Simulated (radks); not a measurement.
The lutetium ion Lu52+, configuration [Ar] 3d1 (the NIST ground configuration). Calculated with a radial shooting solver on a logarithmic mesh with Libxc functionals: scalar-relativistic Kohn-Sham, LDA (Slater exchange, VWN5 correlation), spin-polarised, spherical densities, finite nucleus; open shells are filled with parallel spins first (spin-orbit coupling, left out, can overturn this in heavy ions); Fermi nuclear charge, rms radius 5.37 fm. Some entries of the table are withheld. Estimate them.

orbital  occ.  eigenvalue (hartree)  <1/r> (bohr^-1)  <r> (bohr)
1s up       1             -2452.384            82.12     0.01933
1s down     1             -2452.377            82.12     0.01933
2s up       1             -523.0063            19.32     0.08126
2s down     1             -522.7933            19.32     0.08124
2p up       3             -476.4057            17.67     0.07227
2p down     3             -476.2349            17.68     0.07224
3s up       1             -200.6210            7.674      0.1993
3s down     1             -200.3892            7.667      0.1994
3p up       3             -186.6836            7.184         (1)
3p down     3             -186.4471            7.177         (2)
3d up       1             -172.9555            6.817      0.1733
3d down     0             -172.6582            6.814      0.1734

Answer. 
(1) 3p up <r> (bohr): 0.1958
(2) 3p down <r> (bohr): 0.1959
